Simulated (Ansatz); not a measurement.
```yaml
crystal:
  periodic: [false, false, false]
  atoms:
    - {symbol: C, position_ang: [0.666672, -1.719062, 2.966827]}
    - {symbol: C, position_ang: [0.545149, -0.865306, 1.807491]}
    - {symbol: N, position_ang: [0.449956, -0.187632, 0.889281]}
    - {symbol: In, position_ang: [0.212505, 1.234647, -1.089288]}
    - {symbol: C, position_ang: [0.742136, -0.313508, -2.514447]}
    - {symbol: C, position_ang: [-1.884300, 1.686695, -0.759692]}
    - {symbol: H, position_ang: [-0.296828, -1.794508, 3.472877]}
    - {symbol: H, position_ang: [0.988780, -2.715199, 2.660103]}
    - {symbol: H, position_ang: [1.401573, -1.302081, 3.656909]}
    - {symbol: H, position_ang: [1.418682, 2.393727, -0.603799]}
    - {symbol: H, position_ang: [1.741085, -0.705456, -2.313515]}
    - {symbol: H, position_ang: [0.027155, -1.138066, -2.477736]}
    - {symbol: H, position_ang: [0.738933, 0.088370, -3.530695]}
    - {symbol: H, position_ang: [-2.490838, 0.779782, -0.806473]}
    - {symbol: H, position_ang: [-2.249377, 2.374843, -1.526252]}
    - {symbol: H, position_ang: [-2.034084, 2.160053, 0.212707]}
basis:
  gaussian: {orbitals: def2-TZVPP}
magnetization: {spin_polarized: true, initial_magnetization: 2}
hamiltonian: {xc: {name: HF}}
correlation: {method: mp2, frozen_orbitals: {C: 0}}
output: {forces: true}
```

```sh
$ ansatz run in.yaml --threads 4 --pin off --events-out ev --progress --plain --max-ram 11315MiB
```

Shortened log:

```
Functional definition: HF
Error: "frozen_orbitals" has no count for N
```

What is wrong with this run?

Frozen orbitals are typed for one element alone, and the program wants a count for each. The input was rejected before any iteration.
